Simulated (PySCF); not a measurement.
## [Hf(H)4] (charge 0, multiplicity 1)

These are TPSSh-D3(BJ)/def2-TZVP // r2SCAN-D4/def2-SVP in PySCF 2.14.0 values and carry that method's errors.

The HOMO comes out as -7.89 eV, the dipole moment is 0.00 D and the HOMO–LUMO gap is 5.42 eV. The LUMO comes out as -2.47 eV and the charge on the central atom (Mulliken) is 0.84 e. The total energy is -50.3366 Ha and the cost is very roughly 10 core-seconds.

```xyz
5

Hf     0.0000     0.0000     0.0000
H      1.1223    -0.2312     1.4484
H      1.0082     0.1948    -1.5351
H     -1.0994    -1.4744    -0.1685
H     -1.0311     1.5109     0.2551
```
Charge 0, spin multiplicity 1.
